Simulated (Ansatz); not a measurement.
Wavefunction ladder for `NCO[SiH2][AlH2]`

Z-matrix (Å, degrees):
```
C
O 1 1.424
N 1 1.418 2 112.8
H 1 1.098 2 109.3 3 -121.0
H 1 1.096 2 108.9 3 120.9
Si 2 1.657 1 122.4 3 169.8
H 3 1.012 1 111.2 2 -60.3
H 3 1.012 1 111.1 2 60.2
Al 6 2.472 2 113.6 1 -59.1
H 6 1.490 2 105.2 1 179.1
H 6 1.500 2 110.2 1 64.6
H 9 1.592 6 121.7 2 4.0
H 9 1.591 6 120.0 2 -175.4
```

Total charge 0; spin multiplicity 1. Geometry: relaxed with PBE0-D4/def2-TZVP. It is one conformer, not always the lowest. Frozen core, restricted reference, Ansatz. CBS rows extrapolate triple and quadruple zeta; past MP2 they add the triple-zeta difference.

| basis | HF (Eh) | MP2 corr. | CCSD corr. | (T) | CCSD(T) total |
| --- | --- | --- | --- | --- | --- |
| def2-SVP | -702.39361 | -0.65584 | -0.71849 | -0.01831 | -703.13041 |
| def2-TZVPP | -702.78900 | -0.82531 | -0.87992 | -0.03204 | -703.70096 |
| def2-QZVPP | -702.81360 | -0.88618 | – | – | – |
| CBS(def2) | -702.81699 | -0.93127 | -0.98588 | as TZ | -703.83491 |
